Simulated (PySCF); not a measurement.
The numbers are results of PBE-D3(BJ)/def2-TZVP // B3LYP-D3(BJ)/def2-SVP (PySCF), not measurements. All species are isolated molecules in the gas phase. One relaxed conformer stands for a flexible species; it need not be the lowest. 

Reference species (SMILES): `c12c(ccc(c1B)F)cccn2` (neutral, multiplicity 1).

```yaml
LUMO: -3.23 eV
HOMO–LUMO gap: 2.68 eV
HOMO: -5.91 eV
```

After one change: the LUMO falls by 0.48 eV; the HOMO–LUMO gap drops by 0.14 eV; the HOMO falls by 0.34 eV.

Problem. Which change was made? The new species is one of these.
A. `Bc1cc(F)nc2ccccc12`
B. `Bc1cc(F)cc2cccnc12`
C. `Bc1cc(F)c2cccnc2c1`
D. `Bc1cc2cccnc2cc1F`

Solution. A, `Bc1cc(F)nc2ccccc12`
